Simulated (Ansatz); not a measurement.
Harmonic frequencies (cm⁻¹) at PBE0-D4/def2-TZVP from Ansatz: 242, 371, 494, 544, 631, 680, 705, 733, 762, 768, 890, 930, 966, 1004, 1006, 1104, 1116, 1311, 1370, 1566, 1634, 2214, 2216, 3157, 3172, 3226, 3227.

Q: Which molecule is it?
A. `C=C=C1C[SiH2]1`
B. `C=CC1=C[SiH2]1`
C. `Clc1ccccn1`
D. `C1=C[SiH2]C=C1`

A: D.
